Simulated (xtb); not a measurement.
PbS, SMILES [S]=[Pb] (connectivity only; charge and spin as stated), neutral, multiplicity 1. All values are semi-empirical tight-binding results from xtb (GFN2-xTB unless named), good for trends rather than for accurate numbers. Coordinates come from a GFN2-xTB optimisation.

Optimised geometry:

Bonds (Å): Pb1–S2 2.306.

For metal compounds this method's bond lengths and energies can be far off.

The point group as xtb finds it is C∞v and the orbital gap is 2.64 eV.

### Question
Give the atomic charges and the Wiberg bond orders between heavy atoms. (An estimate is asked for; the answer gives what the named calculation found.)

### Answer
charges (e) Pb1 0.49, S2 -0.49. Bond orders Pb1–S2 2.24.
